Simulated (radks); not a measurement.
The mean radii <r> (bohr) of the occupied orbitals of an atom or ion are listed with their occupations. Calculated with a radial shooting solver on a logarithmic mesh with Libxc functionals: Dirac Kohn-Sham, LDA (Slater exchange, Perdew-Wang correlation), spin-unpolarised, spherical densities, finite nucleus; Fermi nuclear charge, rms radius of each element as measured or else 0.836 A^(1/3) + 0.57 fm.

| orbital | occ. | <r> |
|---|---|---|
| 1s1/2 | 2 | 0.03114 |
| 2s1/2 | 2 | 0.1346 |
| 2p1/2 | 2 | 0.1140 |
| 2p3/2 | 4 | 0.1191 |
| 3s1/2 | 2 | 0.3655 |
| 3p1/2 | 2 | 0.3562 |
| 3p3/2 | 4 | 0.3667 |
| 3d3/2 | 4 | 0.3369 |
| 3d5/2 | 6 | 0.3402 |
| 4s1/2 | 2 | 0.8017 |
| 4p1/2 | 1 | 0.8211 |

Name the element and its charge. Open shells, if any, fill j = l - 1/2 first.

Answer. Z = 47, silver, charge +16: Ag16+ in [Ar] 3d10 4s2 4p1. The 1s radius gives Z: for a bare nucleus <r> = (2 gamma + 1)/(2Z) with gamma = sqrt(1 - (Z/c)^2), 0.03062 bohr for Z = 47, and screening makes it slightly larger (0.03114 here). The occupations add up to 31, and the charge is Z minus that.
